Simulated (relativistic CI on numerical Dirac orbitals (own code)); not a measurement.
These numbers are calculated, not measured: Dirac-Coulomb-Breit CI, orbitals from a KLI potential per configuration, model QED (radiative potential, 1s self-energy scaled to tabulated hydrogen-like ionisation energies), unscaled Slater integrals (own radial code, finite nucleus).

Configuration list (outside the closed core 1s2): 2s², 2s2p, 2p², 2p3s, 2p3p, 2s3s, 2s3p, 2s3d, 2s4s, 2s4p, 2s4d, 2s4f, 2s5s, 3s², 2s5p, 2s5d, 2s5f, 2s5g, 3s3p, 3p². Levels of other configurations are missing.

At this charge energies of transitions that change n are usually good to better than 1 %, and those within a shell (Δn = 0) to a few per cent.

Outline of the computed level scheme of Xe LI. Lowest level of each configuration: 2s² ¹S0 at 0.00 eV; 2s2p ³P°0 at 104.65 eV; 2p² ³P0 at 302.83 eV; 2s3s ³S1 at 5410.69 eV; 2s3p ³P°0 at 5461.87 eV; 2p3s ³P°1 at 5538.96 eV; 2p3p ³D1 at 5571.26 eV; 2s3d ³D2 at 5597.42 eV; 2s4s ³S1 at 7272.17 eV.

Some strong electric-dipole decays among the lowest 36 levels: 2s3d ³D3 → 2s2p ³P°2 (4.7e+14 s⁻¹); 2s3d ³D2 → 2s2p ³P°1 (4.1e+14 s⁻¹); 2s3d ¹D2 → 2s2p ¹P°1 (4.0e+14 s⁻¹); 2p3p ³D1 → 2s2p ³P°1 (2.1e+14 s⁻¹); 2p3p ³D1 → 2s2p ³P°0 (1.9e+14 s⁻¹); 2p3p ³P0 → 2s2p ³P°1 (1.8e+14 s⁻¹); 2s3p ¹P°1 → 2s² ¹S0 (1.6e+14 s⁻¹); 2p3p ¹S0 → 2s2p ¹P°1 (1.5e+14 s⁻¹).

LS names give the leading component of a level, which can be under half, so a name can repeat, a term be missing and a line seem to break the LS rules.
